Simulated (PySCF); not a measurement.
Can point charges reproduce the dipole moment of `N#C/C(=C\[SiH2]C#N)F`?

Coordinates (GFN2-xTB, Å) and charges (e) from the PBE0/pcSseg-1 density (PySCF):

| atom | x | y | z | Mulliken | IAO | Hirshfeld | ESP-fitted |
| --- | --- | --- | --- | --- | --- | --- | --- |
| N1 | -3.200 | -0.456 | 1.751 | -0.1896 | -0.1789 | -0.1864 | -0.3735 |
| C2 | -2.410 | -0.282 | 0.941 | -0.1947 | -0.1580 | -0.0302 | +0.1865 |
| Si3 | -1.129 | -0.003 | -0.392 | +0.7858 | +0.7848 | +0.4053 | +0.3945 |
| C4 | 0.476 | -0.553 | 0.431 | -0.4415 | -0.4458 | -0.1310 | -0.4312 |
| C5 | 1.673 | -0.066 | 0.113 | +0.3547 | +0.2803 | +0.1147 | +0.1877 |
| F6 | 2.798 | -0.497 | 0.721 | -0.2472 | -0.2443 | -0.0619 | -0.1407 |
| C7 | 1.889 | 0.926 | -0.877 | +0.0210 | +0.1121 | +0.0798 | +0.3956 |
| N8 | 2.038 | 1.723 | -1.686 | -0.2012 | -0.1803 | -0.1666 | -0.4014 |
| H9 | -1.126 | 1.418 | -0.727 | -0.0319 | -0.0797 | -0.0458 | -0.0283 |
| H10 | -1.453 | -0.896 | -1.504 | -0.0319 | -0.0895 | -0.0480 | -0.0335 |
| H11 | 0.448 | -1.312 | 1.203 | +0.1763 | +0.1993 | +0.0700 | +0.2442 |

Problem. What dipole does each set of charges give (1 e·Å = 4.803 D), and what does the density give?

Solution. The full density gives (0.67, -1.18, -0.98) D, 1.67 D in size; dipole vectors point from the negative to the positive end.

```csv
scheme,μx,μy,μz,size (D),share of the full size (%),angle to the full dipole (°)
Mulliken,-1.58,-0.44,-2.63,3.10,185,67
IAO,-0.99,-0.13,-2.25,2.46,147,66
Hirshfeld,0.63,-0.67,-0.97,1.33,80,15
ESP-fitted,0.64,-1.17,-0.99,1.66,99,1
```

Problem. Which set comes closest?

Solution. Length of the difference vector: ESP-fitted 0.03 D, Hirshfeld 0.51 D, IAO 2.34 D, Mulliken 2.89 D. Closest: ESP-fitted. ESP charges are fitted to the potential around the molecule, whose slowest-falling term is the dipole's. The schemes that divide the density aren't constrained to reproduce the dipole.

Problem. What is left for the Hirshfeld atoms' own dipoles?

Solution. The Hirshfeld atoms' densities add up to the full density, so μ = Σ q r + Σ (atomic dipoles). The atomic dipoles sum to (0.67, -1.18, -0.98) − (0.63, -0.67, -0.97) = (0.04, -0.51, -0.01) D, 0.51 D in size.

Problem. With the origin at the mean of the coordinates, (0.000, 0.000, -0.002) Å, which are the largest single terms, by size, of the ESP-fitted dipole along the direction of the full one?

Solution. N1 +3.57, C2 -1.18, C7 +1.17, N8 -1.14, F6 -0.71 D; all 11 atoms together +1.66 D. The single terms depend on the origin, their sum doesn't.

Problem. Give the size of the full dipole in other units.

Solution. 1.67 D = 0.658 au = 0.348 e·Å = 5.58 × 10⁻³⁰ C·m.

One conformer (not necessarily the lowest) at the GFN2-xTB geometry, without solvent, vibrations or thermal averaging.

Shape of the structure used: `[N:1]#[C:2][SiH2:3]/[CH:4]=[C:5](/[F:6])[C:7]#[N:8]`: C2–Si3–C4–C5 -152°.
